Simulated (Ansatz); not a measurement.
```yaml
crystal:
  periodic: [false, false, false]
  atoms:
    - {symbol: C, position_ang: [2.354439, 2.161286, -0.005818]}
    - {symbol: O, position_ang: [0.972900, 2.055168, -0.033901]}
    - {symbol: In, position_ang: [-0.028292, 0.280462, -0.015754]}
    - {symbol: O, position_ang: [1.224690, -1.307627, 0.073638]}
    - {symbol: Si, position_ang: [2.796289, -1.762413, 0.365377]}
    - {symbol: N, position_ang: [-2.075490, -0.113394, -0.235664]}
    - {symbol: C, position_ang: [-2.883792, 1.027290, -0.219810]}
    - {symbol: C, position_ang: [-2.492336, -1.319215, -0.052788]}
    - {symbol: H, position_ang: [2.745547, 1.755420, -0.900583]}
    - {symbol: H, position_ang: [2.384898, 3.047910, -0.063735]}
    - {symbol: H, position_ang: [2.653929, 1.750470, 0.930636]}
    - {symbol: H, position_ang: [2.851695, -3.199954, 0.506174]}
    - {symbol: H, position_ang: [3.385499, -1.063875, 1.621986]}
    - {symbol: H, position_ang: [3.613417, -1.135146, -1.062507]}
    - {symbol: H, position_ang: [-2.437428, 1.962578, -0.269907]}
    - {symbol: H, position_ang: [-3.499628, 0.892458, -1.340091]}
    - {symbol: H, position_ang: [-3.610960, 0.926972, 0.397973]}
    - {symbol: H, position_ang: [-3.344365, -1.409625, 0.542721]}
    - {symbol: H, position_ang: [-1.824881, -2.068387, 0.150102]}
    - {symbol: H, position_ang: [-2.898741, -1.706087, -1.090955]}
basis:
  gaussian: {orbitals: def2-TZVPP, nuclear_model: gaussian}
magnetization: {spin_polarized: true, initial_magnetization: 8}
hamiltonian: {xc: {name: wB97}}
```

```sh
$ ansatz run in.yaml --threads 2 --pin off --events-out ev --progress --plain --max-ram 20480MiB --backend cuda --devices 0, --max-vram 18GiB
```

It prints (some lines left out):

```
Functional definition: wB97
2381 factors; their error is unknown
802 factors; integrals over basis functions are off by at most 2.9e-5 eV
mean field evaluation 1: about -21905.5809 eV, gradient 5.1e1 eV
mean field evaluation 2: about -21888.7877 eV, gradient 8.2e1 eV
mean field evaluation 4: about -21920.6685 eV, gradient 8.0e0 eV
mean field evaluation 8: about -21921.7274 eV, gradient 1.0e0 eV
mean field evaluation 16: about -21921.8685 eV, gradient 8.8e-2 eV
mean field evaluation 32: about -21921.8207 eV, gradient 2.5e-3 eV
mean field -21921.82064067 eV, -805.6120494008 hartree, gradient 2.7e-5 eV, S^2 20.033867; 6 other end points of the search recorded, 0 dependent functions left out
reference -21921.82064038 eV, -805.6120493901 hartree; 48, 40 occupied and 398, 406 virtual orbitals, 2381 factors
Total energy: -21921.82064038 eV, -805.6120493901 hartree
```

Q: What is wrong with this run?

A: The spin is set far too high for this molecule. Self-consistency was reached. The result belongs to that input, not to the molecule as meant.
